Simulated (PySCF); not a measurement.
BiF₃, SMILES [F][Bi]([F])[F]. Heavy atoms are numbered as in [Bi:1]([F:2])([F:3])[F:4].

The structure is a stationary point at PBE-D3(BJ)/def2-SVP. The isomer is the one that the SMILES or the coordinates give; other isomers of the formula were not compared. The def2 effective core potentials stand for the cores of Bi; spin–orbit coupling is left out.

Calculation: CAM-B3LYP/def2-TZVPD in PySCF.

Mulliken values depend strongly on the basis, most of all with diffuse functions as here. ESP charges are fitted to the potential on shells at 1.4 to 2.0 van der Waals radii. Atomic charges (e), one atom of each kind:

```json
[
 {"atom": "Bi1", "ESP fit": "1.10", "Mulliken": "1.80"},
 {"atom": "F2", "ESP fit": "-0.37", "Mulliken": "-0.60"}
]
```
